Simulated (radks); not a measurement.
Values are calculated unless marked as measured or tabulated.
Problem. The scandium ion Sc9+ is in [Ne] 3s2. Level of theory: non-relativistic Kohn-Sham, PBE, spin-polarised, spherical densities, point nucleus (a radial shooting solver on a logarithmic mesh with Libxc functionals). Open shells are filled with parallel spins first. One electron is removed from 2p, 1s, 2s, 3s in turn, with full relaxation. Which removal costs least, and what does each cost?

Solution. 3s 224.26 eV; 2p 618.75 eV; 2s 695.02 eV; 1s 4692.3 eV. The 3s electron leaves first.
